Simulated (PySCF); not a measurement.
# Ions at one geometry of TlF3(H2O)

PySCF 2.14.0, RKS PBE0, Tl def2-SVP with ECP60, F def2-SVP, O def2-SVP, H def2-SVP; non-relativistic Hamiltonian with scalar-relativistic core potentials where named; density fitting; no spin-orbit coupling; singlets restricted, open shells unrestricted. The geometry is relaxed for charge 0, singlet, vacuum:

```xyz
7

Tl   -0.1921   -0.2234    0.2234
F     0.4585    1.6397    0.7635
F    -0.9658   -1.5340    1.5340
F     0.4585   -0.7635   -1.6397
O    -1.3686    1.2604   -1.2604
H    -0.8805    2.0427   -0.9489
H    -0.8805    0.9489   -2.0427
```

Energies count from the relaxed state; an electron taken off or put on is at rest in vacuum. Charges and spins are Mulliken's.

```tsv
state	energy (eV)	spin squared	charge on Tl1 (e)	spin on Tl1 (e)	dipole about the centre of mass (D)
charge 0, singlet, vacuum	0.00	0.00	1.06	0.00	2.17
charge -1, doublet, vacuum	-1.49	0.75	0.46	0.62	2.49
```

Task: What does the state charge +1, doublet, vacuum give?

Result: energy (eV) 12.51, spin squared 0.80, charge on Tl1 (e) 1.27, spin on Tl1 (e) -0.06, dipole about the centre of mass (D) 3.03.

With an electron taken off (doublet) the charges change, summed by element, by Tl +0.22 e, F +0.67 e, O +0.06 e, H +0.05 e. The vertical ionisation energy is 12.51 eV, against −ε(HOMO) = 10.19 eV of the relaxed state. The level lies 2.3 eV too high, as is usual for semilocal functionals and global hybrids, which keep a self-interaction error.

With an electron put on (doublet) the charges change, summed by element, by Tl -0.59 e, F -0.29 e, O -0.02 e, H -0.10 e. The vertical electron affinity is 1.49 eV, against −ε(LUMO) = 3.83 eV of the relaxed state. The basis has no diffuse functions, which an added electron needs. The added electron's level lies above zero.

Open shells may have lower solutions than those found.
